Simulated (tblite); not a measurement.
C7H11 (doublet state).
Bonds: C1–C2, C2–C3, C3–C4 (triple), C4–C5, C5–C6, C6–C7. Hydrogens: H8, H9, H10 on C1; H11, H12 on C2; H13 on C5; H14, H15 on C6; H16, H17, H18 on C7.
Bond orders are those of one Lewis drawing.

Computed with GFN2-xTB (tblite), gas phase: L-BFGS steps from a force-field or distance-geometry start until the largest atomic force falls under 0.01 eV/Å.

Geometry at step 0:
```
atom  x, y, z in Å
C1      2.8324   -1.5240   -0.1350
C2      2.5818   -0.4931    0.9536
C3      1.2184    0.0058    0.9333
C4      0.0825    0.4318    0.8948
C5     -1.2482    0.9124    0.8770
C6     -2.3257    0.2655    0.0537
C7     -2.7223    1.1372   -1.1288
H8      3.8603   -1.8840   -0.0911
H9      2.1567   -2.3828   -0.0254
H10     2.6506   -1.0865   -1.1205
H11     2.7869   -0.9573    1.9361
H12     3.2870    0.3302    0.8457
H13    -1.4924    1.8041    1.4537
H14    -3.1892    0.0934    0.6936
H15    -1.9952   -0.7057   -0.3048
H16    -1.8788    1.3047   -1.7864
H17    -3.0936    2.1127   -0.7895
H18    -3.5199    0.6417   -1.6981
```

Question: Give the atomic forces at this geometry.

Answer: 
```tsv
atom	Fx (eV/Å)	Fy (eV/Å)	Fz (eV/Å)
C1	-0.214	-0.328	-0.364
C2	-0.147	-0.176	0.441
C3	0.458	-0.108	0.005
C4	-2.289	0.844	0.001
C5	1.645	-0.687	-0.046
C6	0.588	0.125	0.487
C7	-0.588	0.213	-0.156
H8	-0.076	0.035	-0.017
H9	0.192	0.234	0.013
H10	0.078	-0.068	0.125
H11	-0.136	0.127	-0.161
H12	0.020	0.226	-0.049
H13	0.138	-0.323	-0.231
H14	-0.258	0.070	0.080
H15	0.174	-0.113	-0.080
H16	0.129	-0.002	-0.073
H17	0.088	-0.255	-0.079
H18	0.198	0.187	0.105
```

The largest, 2.44 eV/Å, acts on C4; the rms over all components is 0.464 eV/Å. The forces sum to zero within rounding, as they must for an isolated molecule in no field.

Question: Give the force on C4 in Eh/bohr and in nN.

Answer: 2.440 eV/Å ÷ 51.422 = 0.04744 Eh/bohr, and 2.440 eV/Å × 1.602 = 3.91 nN.

Question: How far is this geometry from the end of the optimisation?

Answer: 0.094 eV above it, and 0.032 Å rms away after alignment. The bonds farthest from their final lengths, with half the difference of the two atoms' forces along the bond (positive lengthens):

```json
{"bond": "C4–C5", "now (Å)": "1.415", "final (Å)": "1.358", "force along bond (eV/Å)": "-2.11"}
{"bond": "C5–C6", "now (Å)": "1.502", "final (Å)": "1.489", "force along bond (eV/Å)": "+0.06"}
{"bond": "C6–C7", "now (Å)": "1.522", "final (Å)": "1.534", "force along bond (eV/Å)": "+0.43"}
{"bond": "C1–H9", "now (Å)": "1.098", "final (Å)": "1.088", "force along bond (eV/Å)": "-0.33"}
{"bond": "C7–H18", "now (Å)": "1.098", "final (Å)": "1.088", "force along bond (eV/Å)": "-0.35"}
{"bond": "C1–C2", "now (Å)": "1.520", "final (Å)": "1.530", "force along bond (eV/Å)": "+0.33"}
```

The angle farthest from its final value is C7–C6–H14, 109.9° against 108.4°.

Of the 6 listed bonds off by 0.010 Å or more, this force points towards the final length in 5.

The cost below is that of the whole relaxation. On an Arm Neoverse V2 with one thread (shared host), this took 0.13 s of wall time.
